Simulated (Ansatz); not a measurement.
Reaction (atomization): `CO[CH2][AlH][OH]` → Al• + 2 C• + 7 H• + 2 O•

Gas-phase electronic energies from Ansatz, PBE0-D4/def2-TZVP geometries. CCSD(T)/CBS adds triple-zeta CCSD(T) − MP2 to the extrapolated MP2 energy (def2 sets, frozen cores). This one scheme is used for every species, atoms too. Functionals use def2-TZVPP. B3LYP here is the variant with VWN-RPA as its local correlation; programs differ in this. No spin–orbit coupling; open shells (•) take unrestricted orbitals. Spin–orbit coupling would lower the free atoms: a little for Al, C, O. Each species was taken in one conformer, which may not be the lowest.

`CO[CH2][AlH][OH]`:

Cartesian coordinates in Å:
```
C -0.441 -0.316 1.560
O 0.711 0.263 1.027
C 1.093 -0.348 -0.200
Al -0.071 0.196 -1.715
O -1.109 1.524 -1.504
H -0.689 0.214 2.481
H -0.291 -1.381 1.791
H -1.298 -0.238 0.869
H 1.171 -1.440 -0.078
H 2.116 -0.008 -0.405
H -0.065 -0.480 -3.145
H -1.127 2.013 -0.681
```

```
             level  ΔE (kJ/mol)  difference from CCSD(T)/CBS
            PBE-D4       4441.1                         59.9
         revPBE-D4       4328.6                        -52.6
            B97M-V       4381.6                          0.4
          B3LYP-D4       4363.6                        -17.6
           ωB97X-V       4377.9                         -3.3
          PBE-QIDH       4324.1                        -57.1
               PBE       4420.4                         39.2
           r2SCANh       4342.6                        -38.6
         CAM-B3LYP       4374.6                         -6.6
       HF/def2-SVP       3164.3                      -1216.9
      MP2/def2-SVP       4185.5                       -195.7
     HF/def2-TZVPP       3137.5                      -1243.7
    MP2/def2-TZVPP       4340.6                        -40.6
CCSD(T)/def2-TZVPP       4265.2                       -116.0
     MP2/CBS(def2)       4456.6                         75.4
    CCSD/CBS(def2)       4318.6                        -62.6
       CCSD(T)/CBS       4381.2                            0
```

Largest T1 diagnostic among the species: 0.018.

From BLYP to BHLYP (50 % exact exchange), in def2-TZVPP and without D4, ΔE moves by −120.9 kJ/mol: exact exchange takes away binding that semilocal exchange gives to molecules. In def2-TZVPP, CCSD(T) changes the Hartree–Fock value by +1127.7 kJ/mol (the triples alone add +62.6 kJ/mol) and MP2 by +1203.1 kJ/mol; breaking electron pairs costs correlation energy, which Hartree–Fock lacks.

For atomizations the MP2-based limit and the directly extrapolated one differ by several kJ/mol either way, and by 10 to 25 for some Ge, Se and Sn compounds, so smaller differences from it don't rank the levels.
